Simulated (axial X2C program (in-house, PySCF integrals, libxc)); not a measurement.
# Spectroscopic constants of CuTe

Computed with an axial X2C code built on PySCF integrals. Spin-free means the one-electron spin-free X2C Hamiltonian; two-component (2c) means X2C with spin–orbit coupling and atomic mean-field two-electron Coulomb and Gaunt terms, so the difference of the two also holds small scalar two-electron terms. Basis: Te dyall-cv3z [11s12p8d4f1g], Cu dyall-cv3z [9s9p6d3f2g] (cores contracted in-house); Gaussian nuclei, density fitting, unrestricted open shells. Masses: Te 129.906 u, Cu 62.930 u.

The run was started with this input:
```json
{"zs": [52, 29], "q": 0, "bas": ["dyall-cv3z", "dyall-cv3z"], "levels": ["PBE0", "HF", "M06"], "cc": true, "r0": 2.43, "thr": -1.0, "nmax": 110, "npts": 10, "nst": 2, "ntry": 8}
```
```bash
python so2c.py task.json out
```

Keys: zs atomic numbers; q charge; bas basis sets; levels methods; cc coupled cluster on or off; r0 starting distance in Å; thr threshold in hartree for freezing inner shells (an s shell follows its p shell); nmax most natural virtual spinors; npts points on the curve; nst determinants followed; ntry starts of the search. HF also brings MP2.

State, spin-free: M_S = 1/2, Λ = 1 (beyond evenly filled blocks: π+α, π+β, π-α); electrons by block: σα: 17, σβ: 17, π+α: 9, π+β: 9, π-α: 9, π-β: 8, δ+α: 3, δ+β: 3, δ-α: 3, δ-β: 3. Fragments: Te + Cu.

State, 2c: Ω = 3/2 (⟨Sz⟩ = 0.50, ⟨Lz⟩ = 1.00 at PBE0); electrons by block: 1/2: 26, -1/2: 26, 3/2: 12, -3/2: 11, 5/2: 3, -5/2: 3. Fragments: Te + Cu.

| Hamiltonian | level | Re (Å) | ωe (cm⁻¹) | ωexe (cm⁻¹) | Be (cm⁻¹) | αe (cm⁻¹) | De (eV) | D0 (eV) | k (mdyn/Å) | μ (D) |
| --- | --- | --- | --- | --- | --- | --- | --- | --- | --- | --- |
| spin-free | PBE0 | 2.353 | 254.3 | 0.728 | 0.07182 | 0.000293 | 2.41 | 2.39 | 1.61 | 3.41 |
| spin-free | HF | 2.491 | 214.2 | 0.498 | 0.0641 | 0.000235 | n/a | n/a | 1.15 | 5.54 |
| spin-free | MP2 | 2.332 | 263.1 | 0.707 | 0.07309 | 0.000289 | 2.33 | 2.31 | 1.73 | n/a |
| spin-free | CCSD | 2.380 | 244.2 | 0.654 | 0.07021 | 0.000278 | 2.23 | 2.21 | 1.49 | n/a |
| spin-free | CCSD(T) | 2.362 | 250.4 | 0.711 | 0.07127 | 0.000292 | n/a | n/a | 1.57 | n/a |
| spin-free | M06 | 2.371 | 255.6 | 0.708 | 0.07076 | 0.000272 | 2.48 | 2.46 | 1.63 | 2.58 |
| 2c | PBE0 | 2.360 | 250.9 | 0.733 | 0.07139 | 0.000295 | 2.37 | 2.36 | 1.57 | 3.29 |
| 2c | HF | 2.495 | 212.6 | 0.497 | 0.06389 | 0.000235 | n/a | n/a | 1.13 | 5.47 |
| 2c | MP2 | 2.337 | 261.0 | 0.713 | 0.0728 | 0.00029 | 2.25 | 2.23 | 1.7 | n/a |
| 2c | CCSD | 2.385 | 242.2 | 0.66 | 0.06992 | 0.00028 | 2.15 | 2.14 | 1.47 | n/a |
| 2c | CCSD(T) | 2.367 | 248.1 | 0.717 | 0.07095 | 0.000293 | n/a | n/a | 1.54 | n/a |
| 2c | M06 | 2.378 | 252.0 | 0.721 | 0.07034 | 0.000276 | 2.35 | 2.33 | 1.59 | 2.44 |

Correlated methods: 17 electrons correlated (number of frozen shells: Te 4 s, 3 p, 2 d; Cu 3 s, 2 p), 297 virtual spin orbitals or spinors in MP2, 110 natural virtuals in coupled cluster.

Dipoles are positive if Cu is the positive end.

The state is one determinant whose occupation by symmetry is held fixed; it was picked as the lowest of a PBE0 search that is not exhaustive. Dissociation energies refer to the lowest single-determinant-based atoms at the same level and basis. De is not given where an atomic determinant may have missed its ground term or J level, or where the truncated virtual space spoils (T). Density functionals use the spin component along the axis (collinear). Coupled cluster ran in a truncated set of natural virtual spinors; the MP2 energy of the rest was added. (T) has no such correction and the atoms are truncated less, which lowers De at CCSD(T) by a hundredth of an eV or more. The functionals have no current-density term, which raises determinants with orbital currents, atoms included. With the outer-core shells frozen, correlated bond lengths of heavy atoms tend to come out a few hundredths of an ångström too long.

Rough cost a point (2c) on 1 thread(s) of a shared host, integrals apart: PBE0 1.3 s, HF 1.1 s, CCSD(T) 25 s, M06 1.9 s.

The whole task took 8.6 min on 1 thread of Arm Neoverse V1 (shared host).
